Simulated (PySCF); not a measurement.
**Argon: a sound run and one with changed settings**

Sound run: Ar⁺ [Ne] 3s2 3p5, Ar²⁺ [Ne] 3s2 3p4. Computed with PySCF 2.14 in cc-pV(T+d)Z, with no relativity, point nucleus. In the sound run the correlated levels freeze [Ne]. The sound run starts from symmetry-adapted Hartree-Fock orbitals and uses a fine grid where one is needed.

Changed run: initial guess 1e, at most 50 SCF cycles.

```json
{"species": "Ar⁺", "method": "UHF", "sound run (hartree)": "-526.27765", "changed run (hartree)": "-526.27765", "converged": "yes"}
{"species": "Ar⁺", "method": "B3LYP", "sound run (hartree)": "-526.97907", "changed run (hartree)": "-526.97907", "converged": "yes"}
{"species": "Ar⁺", "method": "CCSD(T)", "sound run (hartree)": "-526.47435", "changed run (hartree)": "-526.47435", "converged": "yes"}
{"species": "Ar²⁺", "method": "BP86", "sound run (hartree)": "-525.98969", "changed run (hartree)": "-525.98969", "converged": "yes"}
{"species": "Ar²⁺", "method": "MP2", "sound run (hartree)": "-525.43900", "changed run (hartree)": "-525.43900", "converged": "yes"}
```

Here the plain start reaches the same solutions.
